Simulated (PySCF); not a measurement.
**C (carbon, neutral) across methods**

[He] 2s2 2p1 3s1, high-spin 3P determinant (an excited configuration). Calculation: PySCF 2.14, in aug-cc-pwCVDZ (5s4p2d, 27 functions); the non-relativistic Hamiltonian (point nucleus). The B2PLYP total includes its PT2 part (frozen core); its orbital energies are those of the SCF part.

| method | E (hartree) | mean ε 2s β (eV) | mean ε 2p α (eV) | mean ε 3s α (eV) | Σ⟨r²⟩ (bohr²) | ⟨S²⟩ |
| --- | --- | --- | --- | --- | --- | --- |
| M06-2X | -37.5523 | -21.447 | -14.718 | -2.654 | 31.92 | 2.002 |
| B2PLYP | -37.5283 | -21.101 | -15.277 | -2.358 | 31.67 | 2.003 |
| LDA | -37.1659 | -18.231 | -11.510 | -1.622 | 31.62 | 2.001 |
| PBE | -37.4997 | -18.308 | -11.620 | -1.682 | 31.74 | 2.002 |
| BHandHLYP | -37.5493 | -21.218 | -15.192 | -2.331 | 31.60 | 2.003 |
| UHF | -37.40512 | -23.108 | -18.369 | -3.122 | 31.87 | 2.006 |
| PBE0 | -37.5077 | -19.824 | -13.412 | -2.141 | 31.76 | 2.002 |
| r2SCAN | -37.5246 | -18.555 | -12.274 | -1.682 | 31.75 | 2.004 |

Estimate the same row for TPSSh.

E (hartree) = -37.5639; mean ε 2s β (eV) = -19.045; mean ε 2p α (eV) = -12.742; mean ε 3s α (eV) = -1.847; Σ⟨r²⟩ (bohr²) = 31.84; ⟨S²⟩ = 2.003.

The outer electron is Rydberg-like, and this basis confines it to a smaller radius and binds it less than a complete one would.
